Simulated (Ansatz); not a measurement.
Stepwise reaction of `[NH]=[W](=[NH])([NH2])[NH2]` with hydrogen fluoride, as a gas-phase model of exchange steps in deposition or etching. ΔE in kJ/mol; ΔG adds harmonic PBE0-D4 terms to CCSD(T)/CBS, at 1 bar.

Gas-phase electronic energies from Ansatz, PBE0-D4/def2-TZVP geometries. CCSD(T)/CBS is the MP2 limit (def2-TZVPP, def2-QZVPP) plus CCSD(T) − MP2 in def2-TZVPP, frozen cores. This one scheme is used for every species. Functionals use def2-TZVPP. B3LYP here is the variant with VWN-RPA as its local correlation; programs differ in this. Elements past krypton have def2 core potentials. For W outer-core shells are correlated without core-valence functions, which leaves a few kJ/mol of doubt a bond. One conformer a species, not always the lowest.

```
step                                                                 reaction  PBE-D4  B3LYP-D4  ωB97M-V  CCSD(T)/CBS  ΔG(600 K)
   1  `[NH]=[W](=[NH])([NH2])[NH2]` + H–F → `[NH]=[W](=[NH])([NH2])[F]` + NH₃   -70.8     -70.8    -70.8        -58.2      -57.4
   2      `[NH]=[W](=[NH])([NH2])[F]` + H–F → `[NH]=[W](=[NH])([F])[F]` + NH₃   -50.2     -49.8    -49.7        -37.2      -34.6
```

Task: By hand: ΔE of the 2 steps together at CCSD(T)/CBS.

Result: (-58.2) + (-37.2) = -95.4 kJ/mol, or -47.7 kJ/mol a step.

In ΔE each step is higher than the one before. All are downhill at CCSD(T)/CBS. ΔG lies between -57.4 and -34.6 kJ/mol a step. PBE-D4 differs from CCSD(T)/CBS by -13.0 to -12.6 kJ/mol a step. Isolated molecules leave out the surface, adducts and barriers. Largest T1 diagnostic: 0.020.
